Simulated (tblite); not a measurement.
Species: C5H11AsB (doublet state).
Atom-mapped SMILES: `[CH3:1][CH2:2][B:3]([AsH2:4])[C@@H:5]1[CH:6][CH2:7]1` (hydrogens: H8, H9, H10 on C1; H11, H12 on C2; H13, H14 on As4; H15 on C5; H16 on C6; H17, H18 on C7)

Computed with GFN2-xTB (tblite), gas phase: L-BFGS steps from a force-field or distance-geometry start until the largest atomic force falls under 0.01 eV/Å.

Step 68: E = -537.8518 eV
```
atom  x, y, z in Å  |  force x, y, z in eV/Å
C1     -1.7258   -1.6447    0.0757    0.026  -0.009   0.023
C2     -1.3925   -0.4082   -0.7696   -0.066  -0.067  -0.056
B3     -0.1612    0.4335   -0.2491   -0.048  -0.032  -0.041
As4    -0.2229    2.4154    0.1834   -0.002   0.038  -0.051
C5      1.1804   -0.2637    0.0852    0.005  -0.004   0.008
C6      1.9575    0.4212    1.1357    0.085   0.013   0.038
C7      2.4682    0.5253   -0.2168    0.031   0.028  -0.009
H8     -1.9704   -1.3449    1.0924   -0.018  -0.016   0.023
H9     -0.8801   -2.3270    0.1178    0.014   0.000   0.006
H10    -2.5751   -2.1893   -0.3351    0.009   0.056  -0.013
H11    -2.3025    0.1939   -0.8644    0.011   0.032   0.031
H12    -1.1539   -0.7540   -1.7809   -0.005  -0.020  -0.077
H13    -1.4626    2.6985   -0.6388    0.007   0.005   0.023
H14    -1.1253    2.1190    1.3465    0.003  -0.018   0.038
H15     1.2643   -1.3486    0.0410   -0.024  -0.036   0.009
H16     2.3828    0.0358    2.0392    0.033   0.021  -0.023
H17     2.3436    1.4558   -0.7636    0.003   0.020   0.012
H18     3.3666   -0.0116   -0.5103   -0.062  -0.013   0.060
```

Step 69: E = -537.8538 eV
```
atom  x, y, z in Å  |  force x, y, z in eV/Å
C1     -1.7231   -1.6443    0.0758    0.020   0.017   0.003
C2     -1.3978   -0.4090   -0.7755   -0.030  -0.054  -0.050
B3     -0.1625    0.4351   -0.2635   -0.037  -0.059  -0.031
As4    -0.2248    2.4173    0.1626   -0.019   0.049  -0.053
C5      1.1794   -0.2619    0.0766    0.038   0.017   0.046
C6      1.9470    0.4265    1.1360    0.026   0.000  -0.087
C7      2.4731    0.5245   -0.2117    0.021  -0.010   0.011
H8     -1.9585   -1.3403    1.0941   -0.015  -0.031   0.005
H9     -0.8752   -2.3252    0.1117   -0.010   0.005   0.006
H10    -2.5769   -2.1892   -0.3270    0.030   0.057   0.000
H11    -2.3086    0.1939   -0.8656    0.029   0.012   0.033
H12    -1.1626   -0.7541   -1.7886   -0.023  -0.026  -0.056
H13    -1.4935    2.6904   -0.6215    0.030  -0.001   0.041
H14    -1.0840    2.1169    1.3581    0.008  -0.018   0.020
H15     1.2642   -1.3481    0.0390   -0.032   0.004   0.006
H16     2.3621    0.0380    2.0406    0.057   0.004   0.041
H17     2.3567    1.4524   -0.7637    0.006   0.022   0.009
H18     3.3759   -0.0164   -0.4890   -0.098   0.012   0.057
```

Step 70: E = -537.8554 eV
```
atom  x, y, z in Å  |  force x, y, z in eV/Å
C1     -1.7172   -1.6433    0.0766    0.011   0.045  -0.022
C2     -1.4051   -0.4111   -0.7850    0.045  -0.014  -0.026
B3     -0.1660    0.4391   -0.2870    0.006  -0.077   0.001
As4    -0.2253    2.4243    0.1239   -0.126   0.021  -0.009
C5      1.1757   -0.2569    0.0654    0.019   0.018   0.033
C6      1.9309    0.4323    1.1341   -0.003  -0.035   0.017
C7      2.4790    0.5227   -0.2032   -0.053   0.008  -0.012
H8     -1.9360   -1.3348    1.0981   -0.010  -0.043  -0.027
H9     -0.8680   -2.3238    0.0997   -0.039   0.010   0.010
H10    -2.5789   -2.1855   -0.3131    0.044   0.040   0.018
H11    -2.3166    0.1913   -0.8718    0.032  -0.009   0.036
H12    -1.1711   -0.7564   -1.7983   -0.051  -0.046  -0.050
H13    -1.5447    2.6729   -0.5904    0.086   0.002   0.070
H14    -1.0102    2.1135    1.3751    0.050   0.006  -0.059
H15     1.2588   -1.3448    0.0349   -0.035   0.046   0.000
H16     2.3270    0.0411    2.0478    0.046   0.026   0.006
H17     2.3793    1.4512   -0.7568   -0.003   0.023  -0.010
H18     3.3796   -0.0253   -0.4617   -0.018  -0.021   0.024
```

Task: Estimate the geometry and energy of step 71. (The exact step hangs on the optimiser's Hessian estimate; all steps are aligned on step 70, rigid shifts and turns removed.)

Result: E = -537.8568 eV, largest force 0.079 eV/Å
```
atom  x, y, z in Å  |  force x, y, z in eV/Å
C1     -1.7186   -1.6438    0.0765    0.007   0.039  -0.030
C2     -1.4077   -0.4131   -0.7861    0.071   0.013  -0.028
B3     -0.1666    0.4347   -0.2893    0.024  -0.038   0.013
As4    -0.2245    2.4209    0.1284   -0.023   0.010  -0.028
C5      1.1775   -0.2572    0.0649    0.009   0.014   0.041
C6      1.9316    0.4350    1.1333   -0.016  -0.036  -0.001
C7      2.4797    0.5240   -0.2042   -0.049   0.003  -0.004
H8     -1.9416   -1.3360    1.0968   -0.008  -0.028  -0.011
H9     -0.8691   -2.3229    0.1029   -0.023  -0.001   0.007
H10    -2.5776   -2.1863   -0.3156    0.015   0.013   0.011
H11    -2.3181    0.1921   -0.8676    0.033  -0.016   0.026
H12    -1.1776   -0.7571   -1.8013   -0.058  -0.044  -0.031
H13    -1.5346    2.6769   -0.5854    0.014   0.012   0.017
H14    -1.0157    2.1107    1.3689    0.022  -0.013   0.008
H15     1.2616   -1.3453    0.0363   -0.028   0.050   0.001
H16     2.3311    0.0462    2.0466    0.039   0.021   0.009
H17     2.3797    1.4520   -0.7590   -0.001   0.011  -0.010
H18     3.3819   -0.0242   -0.4576   -0.026  -0.010   0.010
```

The energy changes by -0.0014 eV. The first-order estimate −F·Δx gives -0.0023 eV and the mean of the old and new forces, exact on a quadratic surface, -0.0014 eV. The step makes an angle of 69° with the force vector and moves no atom by more than 0.012 Å.

What follows is the cost of the whole relaxation. The run took 1.3 s on one thread, Arm Neoverse V2 (aarch64), shared host with 96 logical CPUs at a one-minute load of 40.
